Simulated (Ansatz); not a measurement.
CH7BSSi. Total charge 0; spin multiplicity 1. The bonds changed during the relaxation, so this is another structure than the one it started from. The structure was optimised at the PBE0-D4/def2-TZVP level. It is one conformer, not always the lowest.

```xyz
11

B    -0.795   -0.931   -0.830
C     0.436   -0.214   -0.177
Si    0.323    1.572    0.359
S    -0.263   -1.341    1.106
H    -0.621   -1.897   -1.515
H    -1.859   -0.381   -0.807
H     1.439   -0.543   -0.440
H     1.375    1.918    1.353
H    -1.013    1.804    0.965
H     0.490    2.434   -0.840
H     0.488   -2.420    0.828
```

(1) What is the dipole moment at B3LYP/def2-TZVPP? (Estimate.)

(2) And with PBE, r2SCAN, ωB97M-V? (Best estimate.)

(3) Give the Mulliken charges with B3LYP, ωB97M-V, r2SCAN in def2-TZVPP. (An estimate is asked.)

Answers

(1) Computed: 2.10 D, with components (1.71, -0.74, 0.95) D in this frame, pointing from negative to positive charge.

(2) Computed: PBE 2.16 D, r2SCAN 2.14 D, ωB97M-V 2.12 D.

(3) The calculation gave: 
```json
{"atom": "B1", "B3LYP": "-0.17", "ωB97M-V": "-0.29", "r2SCAN": "-0.13"}
{"atom": "C2", "B3LYP": "-0.18", "ωB97M-V": "-0.26", "r2SCAN": "-0.15"}
{"atom": "Si3", "B3LYP": "0.28", "ωB97M-V": "0.19", "r2SCAN": "0.30"}
{"atom": "S4", "B3LYP": "-0.04", "ωB97M-V": "0.00", "r2SCAN": "-0.02"}
{"atom": "H5", "B3LYP": "0.03", "ωB97M-V": "0.08", "r2SCAN": "0.01"}
{"atom": "H6", "B3LYP": "0.03", "ωB97M-V": "0.07", "r2SCAN": "0.00"}
{"atom": "H7", "B3LYP": "0.12", "ωB97M-V": "0.14", "r2SCAN": "0.09"}
{"atom": "H8", "B3LYP": "-0.07", "ωB97M-V": "-0.03", "r2SCAN": "-0.08"}
{"atom": "H9", "B3LYP": "-0.06", "ωB97M-V": "-0.01", "r2SCAN": "-0.06"}
{"atom": "H10", "B3LYP": "-0.06", "ωB97M-V": "-0.02", "r2SCAN": "-0.07"}
{"atom": "H11", "B3LYP": "0.12", "ωB97M-V": "0.14", "r2SCAN": "0.11"}
```

B3LYP here is the variant with VWN-RPA as its local correlation; programs differ in this.
